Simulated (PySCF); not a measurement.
Job file and geometry (Å, from GFN2-xTB) of an NMR shielding run on `[SiH2](PB)OC(C)C`, C$_{3}$H$_{12}$BOPSi, PySCF 2.14.0, density-fitted response routines, GIAO PBE0/pcSseg-1 NMR shielding, non-relativistic, gas phase; density fitting, a coarse starting grid and PySCF grid level 2 are the driver's defaults:

```
$ OMP_NUM_THREADS=1 python probes_run.py task.json out

{"job": {"kind": "nmr", "xc": "PBE0", "basis": "pcSseg-1"}, "charge": 0, "multiplicity": 1}
B      3.003471     0.241198     0.783515
P      2.281719    -1.092883    -0.235928
Si     0.793311    -0.128944    -1.602681
O     -0.394033     0.516144    -0.727796
C     -0.996955     0.049603     0.457709
C     -2.058779    -0.993062     0.129373
C     -1.588325     1.249760     1.187987
H      4.161351     0.379230     0.863313
H      2.285214     0.875050     1.458043
H      3.279711    -1.392372    -1.136392
H      1.229675     1.049827    -2.343578
H      0.351613    -1.227297    -2.469811
H     -0.218011    -0.414216     1.082607
H     -2.788062    -0.569479    -0.557008
H     -1.595714    -1.856238    -0.341729
H     -2.565067    -1.311010     1.036401
H     -2.364653     1.705665     0.578221
H     -2.013356     0.939539     2.138523
H     -0.812912     1.988735     1.371540
```

Question: What does the program print?

Answer: 
```
coarse grid: 16120 points
cycle   1  E = -851.7515837168  dE =  5.759e-01  |g| = 7.164e-01  |ddm| = 3.721e+00
cycle   2  E = -851.6064901244  dE =  1.451e-01  |g| = 1.128e+00  |ddm| = 1.676e+00
cycle   3  E = -851.8518442606  dE = -2.454e-01  |g| = 1.268e-01  |ddm| = 1.204e+00
cycle   4  E = -851.8549740743  dE = -3.130e-03  |g| = 3.844e-02  |ddm| = 1.327e-01
cycle   5  E = -851.8553308665  dE = -3.568e-04  |g| = 5.717e-03  |ddm| = 3.776e-02
cycle   6  E = -851.8553387326  dE = -7.866e-06  |g| = 2.419e-03  |ddm| = 1.077e-02
final grid: 144360 points
cycle   7  E = -851.9059914438  dE = -3.146e-05  |g| = 1.202e-02  |ddm| = 2.995e-02
cycle   8  E = -851.9059651597  dE =  2.628e-05  |g| = 1.652e-02  |ddm| = 2.248e-02
cycle   9  E = -851.9060238322  dE = -5.867e-05  |g| = 1.491e-03  |ddm| = 1.369e-02
cycle  10  E = -851.9060242768  dE = -4.445e-07  |g| = 2.379e-04  |ddm| = 1.525e-03
cycle  11  E = -851.9060242909  dE = -1.417e-08  |g| = 7.816e-05  |ddm| = 3.869e-04
cycle  12  E = -851.9060242927  dE = -1.760e-09  |g| = 2.317e-05  |ddm| = 1.251e-04
cycle  13  E = -851.9060242928  dE = -1.573e-10  |g| = 4.310e-06  |ddm| = 2.565e-05
converged SCF energy = -851.9060242928

GIAO shielding tensors (ppm)
atom      isotropic    diamagn.    paramagn.     s11        s22        s33       span
  0 B       13.857     197.990    -184.133    -95.807     -9.774    147.152    242.960
  1 P      480.208     971.818    -491.610    328.292    507.747    604.584    276.292
  2 Si     378.924     881.332    -502.408    324.366    351.504    460.902    136.536
  3 O      278.475     400.206    -121.731    227.994    303.087    304.345     76.351
  4 C      116.605     243.161    -126.556     88.608    106.321    154.886     66.278
  5 C      161.655     249.081     -87.426    145.246    154.148    185.571     40.325
  6 C      159.419     247.843     -88.424    140.365    151.466    186.426     46.061
  7 H       22.806      29.680      -6.874     13.885     26.704     27.830     13.946
  8 H       23.115      31.555      -8.440     13.484     26.577     29.285     15.802
  9 H       28.977      30.948      -1.971     24.506     26.324     36.101     11.595
 10 H       26.234      30.323      -4.089     22.055     24.932     31.714      9.659
 11 H       26.090      30.252      -4.162     22.176     24.931     31.164      8.988
 12 H       27.276      34.079      -6.803     23.425     28.698     29.704      6.279
 13 H       30.541      30.353       0.189     27.825     28.386     35.413      7.588
 14 H       30.027      31.282      -1.254     25.338     29.393     35.351     10.012
 15 H       30.622      29.937       0.684     26.524     28.241     37.100     10.576
 16 H       30.345      30.052       0.293     27.340     28.543     35.152      7.812
 17 H       30.678      29.784       0.894     26.659     28.209     37.167     10.507
 18 H       30.022      30.758      -0.736     25.667     28.455     35.942     10.275
```

Size and cost of the density-fitted run: 193 basis functions, 23 s wall time on 1 thread of an Intel Xeon 6975P-C, shared host; peak memory 0.86 GiB.
